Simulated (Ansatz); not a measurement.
# Match the barriers

Saddle point of TiNH$_{3}$OF$_{2}$, singlet (TiNH₃OF₂ ([NH2][Ti]([OH])([F])[F]) → TiOF₂ ([O][Ti]([F])[F]) + NH₃ (still joined by a long Ti–N bond); bonds formed: N2–H4; bonds broken: O3–H4; bonds weakened to dative contacts: Ti1–N2), PBE0-D4/def2-TZVP structure:

Ti1  (-0.822, -0.357, -0.251)
N2  (0.801, 0.623, 0.468)
O3  (0.401, -1.247, -1.027)
H4  (1.037, -0.433, -0.396)
F5  (-1.809, 0.614, -1.351)
F6  (-1.703, -1.271, 0.980)
H7  (1.019, 1.555, 0.145)
H8  (1.076, 0.515, 1.434)
(Å)

Program: Ansatz 0.2.0. Basis: def2-TZVPP, with def2-QZVPP for the basis limit. Cores are frozen in the correlated methods. Extrapolation: Hartree–Fock as exp(−7.88 √X), correlation as X^−2.97. Four methods, as single points on the PBE0-D4 structures, gave these electronic barriers from the start structure: 1.128, 1.238, 1.537, 1.922 eV.

(1) The methods were, in alphabetical order, BHLYP-D4, HF, PBE-D4, r2SCAN-D4. Which gave which? (A judgement: the text doesn't fix the answer.)

No T1 diagnostic of these runs exceeds 0.025.

Answers

(1) By the calculation: PBE-D4 1.128; r2SCAN-D4 1.238; BHLYP-D4 1.537; HF 1.922 eV. For comparison, CCSD(T) at an estimated basis limit (MP2 extrapolated from triple and quadruple zeta, plus CCSD(T) − MP2 in triple zeta) gives 1.230 eV.

Labels in which every atom is bracketed show which atoms are joined, not bond orders.

For scale, one of the runs: CCSD(T)/def2-TZVPP, 230 basis functions, launched by `ansatz run in.yaml --threads 8 --pin off --events-out ev --progress --plain --max-ram 19148MiB`. The run took 38 s on 8 CPU threads of an AMD EPYC 9R45 (shared host), with 4.7 GiB of host memory at its peak.
